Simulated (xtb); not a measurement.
C3H7O, doublet, geometry from GFN2-xTB; GFN1-xTB in xtb.

Here is a job for xtb.
```
$ xtb mol.xyz --gfn 1 --uhf 1 --json

# file mol.xyz
11

O     -0.04888471    -0.67223206     0.06807397
C     -0.05570954     0.72754744    -0.05659302
C      1.22552848    -1.23619647    -0.08169678
C     -1.41454210     1.25589409     0.10965413
H      0.63394195     1.17647237     0.69219054
H      0.36058092     1.02033849    -1.04593889
H      1.10629343    -2.31142651     0.03364220
H      1.64551219    -1.02047035    -1.07312140
H      1.92143774    -0.86287170     0.68131421
H     -2.22288454     0.58182199     0.29733567
H     -1.58546504     2.31052188     0.04179988
```

What the program printed (banner, timings and long lists left out):

```
   ID    Z sym.   atoms
    1    8 O      1
    2    6 C      2-4
    3    1 H      5-11

           -------------------------------------------------
          |                Calculation Setup                |
           -------------------------------------------------

           -------------------------------------------------
          |                 G F N 1 - x T B                 |
           -------------------------------------------------

          ...................................................
          :                      SETUP                      :
          :.................................................:
          :  # basis functions                  30          :
          :  # atomic orbitals                  30          :
          :  # shells                           22          :
          :  # electrons                        25          :
          :  # halogen bonds                     0          :
          :  max. iterations                   250          :
          :  Hamiltonian                  GFN1-xTB          :
          :  restarted?                      false          :
          :  GBSA solvation                  false          :
          :  PC potential                    false          :
          :  electronic temp.          300.0000000     K    :
          :  accuracy                    1.0000000          :
          :  -> integral cutoff          0.2500000E+02      :
          :  -> integral neglect         0.1000000E-07      :
          :  -> SCF convergence          0.1000000E-05 Eh   :
          :  -> wf. convergence          0.2000000E-04 e    :
          :  Broyden damping             0.4000000          :
          :  net charge                          0          :
          :  unpaired electrons                  1          :
          ...................................................

 iter      E             dE          RMSdq      gap      omega  full diag
   1    -14.8304700 -0.148305E+02  0.745E+00    5.33       0.0  T
   2    -14.8710762 -0.406062E-01  0.446E+00    5.51       1.0  T
   3    -14.8716893 -0.613115E-03  0.917E-01    5.72       1.0  T
   4    -14.8727244 -0.103510E-02  0.846E-02    5.69       1.0  T
   5    -14.8727675 -0.430273E-04  0.210E-02    5.66       1.4  T
   6    -14.8727695 -0.205846E-05  0.395E-03    5.65       7.6  T
   7    -14.8727696 -0.479267E-07  0.157E-03    5.65      19.1  T
   8    -14.8727696 -0.157501E-07  0.599E-05    5.65     503.6  T
   9    -14.8727696 -0.138236E-10  0.613E-05    5.65     491.9  T

   *** convergence criteria satisfied after 9 iterations ***

         :::::::::::::::::::::::::::::::::::::::::::::::::::::
         ::                     SUMMARY                     ::
         :::::::::::::::::::::::::::::::::::::::::::::::::::::
         :: total energy             -14.724854953919 Eh    ::
         :: gradient norm              0.010128237667 Eh/a0 ::
         :: HOMO-LUMO gap              5.654935193056 eV    ::
         ::.................................................::
         :: SCC energy               -14.872769594575 Eh    ::
         :: -> electrostatic           0.039687988355 Eh    ::
         :: repulsion energy           0.150540558082 Eh    ::
         :: dispersion energy         -0.002625917426 Eh    ::
         :: halogen bond corr.         0.000000000000 Eh    ::
         :: add. restraining           0.000000000000 Eh    ::
         :: total charge              -0.000000000000 e     ::
         :::::::::::::::::::::::::::::::::::::::::::::::::::::

           -------------------------------------------------
          |                Property Printout                |
           -------------------------------------------------

    * Orbital Energies and Occupations

         #    Occupation            Energy/Eh            Energy/eV
      -------------------------------------------------------------
         1        2.0000           -0.7855104             -21.3748
[...]
         4        2.0000           -0.6150846             -16.7373
         5        2.0000           -0.5973539             -16.2548
         6        2.0000           -0.5882341             -16.0067
         7        2.0000           -0.5644996             -15.3608
         8        2.0000           -0.5253089             -14.2944
         9        2.0000           -0.5139233             -13.9846
        10        2.0000           -0.5000657             -13.6075
        11        2.0000           -0.4846863             -13.1890
        12        2.0000           -0.4458533             -12.1323
        13        1.0000           -0.3440872              -9.3631 (HOMO)
        14                         -0.1362721              -3.7082 (LUMO)
        15                         -0.1182264              -3.2171
        16                         -0.0985563              -2.6819
        17                         -0.0925735              -2.5191
        18                         -0.0652082              -1.7744
        19                         -0.0530873              -1.4446
        20                         -0.0516031              -1.4042
        21                          0.0793667               2.1597
        22                          0.1268942               3.4530
        23                          0.2099229               5.7123
        24                          0.2233673               6.0781
       ...                                ...                  ...
        30                          0.4421490              12.0315
      -------------------------------------------------------------
                  HL-Gap            0.2078150 Eh            5.6549 eV
             Fermi-level           -0.3175750 Eh           -8.6417 eV

  Mulliken/CM5 charges         n(s)   n(p)   n(d)
     1O    -0.45963 -0.56646   1.680  4.779  0.000
     2C     0.22074  0.14453   0.985  2.794  0.000
     3C     0.17384  0.05258   0.968  2.858  0.000
     4C    -0.12440 -0.23009   1.062  3.063  0.000
     5H     0.02286  0.08360   0.977  0.000  0.000
     6H     0.02286  0.08360   0.977  0.000  0.000
     7H     0.03513  0.09596   0.965  0.000  0.000
     8H     0.01097  0.06952   0.989  0.000  0.000
     9H     0.01097  0.06952   0.989  0.000  0.000
    10H     0.05449  0.11143   0.946  0.000  0.000
    11H     0.03219  0.08582   0.968  0.000  0.000

Wiberg/Mayer (AO) data.
largest (>0.10) Wiberg bond orders for each atom

 ---------------------------------------------------------------------------
     #   Z sym  total        # sym  WBO       # sym  WBO       # sym  WBO
 ---------------------------------------------------------------------------
     1   8 O    2.018 --     3 C    0.958     2 C    0.949
     2   6 C    3.926 --     4 C    1.095     1 O    0.949     5 H    0.931
                             6 H    0.931
     3   6 C    3.923 --     7 H    0.982     9 H    0.980     8 H    0.980
                             1 O    0.958
     4   6 C    3.200 --     2 C    1.095    11 H    0.988    10 H    0.985
     5   1 H    1.015 --     2 C    0.931
     6   1 H    1.015 --     2 C    0.931
     7   1 H    1.017 --     3 C    0.982
     8   1 H    1.011 --     3 C    0.980
     9   1 H    1.011 --     3 C    0.980
    10   1 H    1.002 --     4 C    0.985
    11   1 H    1.003 --     4 C    0.988
 ---------------------------------------------------------------------------

Topologies differ in total number of bonds
Writing topology from bond orders to xtbtopo.mol

 dipole moment from electron density (au)
     X       Y       Z
   0.8314   0.3793  -0.1648  total (Debye):    2.360

           -------------------------------------------------
          | TOTAL ENERGY              -14.724854953919 Eh   |
          | GRADIENT NORM               0.010128237667 Eh/α |
          | HOMO-LUMO GAP               5.654935193056 eV   |
           -------------------------------------------------

normal termination of xtb
```
